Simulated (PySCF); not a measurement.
The calculation used PBE0-D3(BJ)/def2-SVP geometry optimisation, gas phase, def2 core potentials past Kr in PySCF. One conformer each; commonest isotopes, rigid rotors. Atoms past krypton carry def2 core potentials. The geometries of the anions come from a basis without diffuse functions. Dipoles of ions are taken about the centre of mass.

Species:
1. GaCl2I, `[Cl][Ga]([Cl])[I]`
2. `Br[SiH](Br)Br` (SiHBr3)
3. [TcNCl4]- (`[N]#[Tc-]([Cl])([Cl])([Cl])[Cl]`) [radical]
4. `C[SiH3]`

Rotational constants (MHz) and dipole components (D):

```tsv
set	A	B	C	μa	μb	μc
P	2172	788.3	578.4	0.89	0.02	0.00
Q	951.8	948.1	491.4	0.00	0.00	0.79
R	55425	10853	10853	0.80	0.00	0.00
S	1175	1175	693.1	0.00	0.01	0.31
```

Question: Match each set to its species.

Answer: P = 1, Q = 2, R = 4, S = 3.

- 1 (set P): mass 265.8 u, 4 heavy atoms, longest extent 4.0 Å, C2v, asymmetric top, Ia, Ib, Ic = 232.6, 641.1, 873.7 u·Å².
- 2 (set Q): mass 265.7 u, 4 heavy atoms, longest extent 3.6 Å, C3v, oblate symmetric top, Ia, Ib, Ic = 531.0, 533.1, 1028.4 u·Å².
- 3 (set S): mass 250.8 u, 6 heavy atoms, longest extent 4.6 Å, C4v, oblate symmetric top, Ia, Ib, Ic = 430.1, 430.3, 729.1 u·Å².
- 4 (set R): mass 46.0 u, 2 heavy atoms, longest extent 3.7 Å, C3v, prolate symmetric top, Ia, Ib, Ic = 9.1, 46.6, 46.6 u·Å².

Each constant is 505379 MHz·u·Å² over a principal moment. Point groups hold within 0.08 Å; constants that symmetry makes equal can differ a little in the computed geometry, and forbidden dipole components can keep a residue. No structure here is proved a minimum.

Caution for open-shell metal species: one SCF solution and one stationary point were followed, and a lower state or a bent or distorted shape isn't ruled out.
